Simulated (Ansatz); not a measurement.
CF6Ge (`F[C](F)(F)[Ge]([F])([F])[F]`) at its PBE0-D4/def2-TZVP geometry, where that method's forces vanish. Total charge 0; spin multiplicity 1.

```csv
atom,x (Å),y (Å),z (Å)
F1,-0.3859,-1.1726,1.5324
C2,-0.7984,-0.2861,0.6290
F3,-1.2883,0.7721,1.2713
F4,-1.7789,-0.8368,-0.0834
Ge5,0.7153,0.2563,-0.5634
F6,1.3544,-1.0866,-1.3921
F7,0.2036,1.3898,-1.7262
F8,1.9782,0.9639,0.3325
```

Task: For each bond, give half the difference of the two atoms' forces along it (eV/Å; positive pushes the atoms apart) under PBE-D4, r2SCAN-D4, B3LYP-D4, ωB97M-V in def2-TZVPP. (An estimate is asked.)

Result: Ansatz gave: 
```json
{"bond": "F1–C2", "length (Å)": "1.331", "PBE-D4": "0.55", "r2SCAN-D4": "0.27", "B3LYP-D4": "0.27", "ωB97M-V": "0.21"}
{"bond": "C2–F3", "length (Å)": "1.331", "PBE-D4": "0.55", "r2SCAN-D4": "0.27", "B3LYP-D4": "0.27", "ωB97M-V": "0.21"}
{"bond": "C2–F4", "length (Å)": "1.331", "PBE-D4": "0.55", "r2SCAN-D4": "0.27", "B3LYP-D4": "0.27", "ωB97M-V": "0.21"}
{"bond": "C2–Ge5", "length (Å)": "2.002", "PBE-D4": "-0.48", "r2SCAN-D4": "-0.23", "B3LYP-D4": "-0.22", "ωB97M-V": "-0.33"}
{"bond": "Ge5–F6", "length (Å)": "1.703", "PBE-D4": "0.53", "r2SCAN-D4": "0.07", "B3LYP-D4": "0.21", "ωB97M-V": "0.08"}
{"bond": "Ge5–F7", "length (Å)": "1.703", "PBE-D4": "0.53", "r2SCAN-D4": "0.07", "B3LYP-D4": "0.21", "ωB97M-V": "0.08"}
{"bond": "Ge5–F8", "length (Å)": "1.703", "PBE-D4": "0.53", "r2SCAN-D4": "0.07", "B3LYP-D4": "0.21", "ωB97M-V": "0.08"}
```

B3LYP here is the variant with VWN-RPA as its local correlation; programs differ in this.
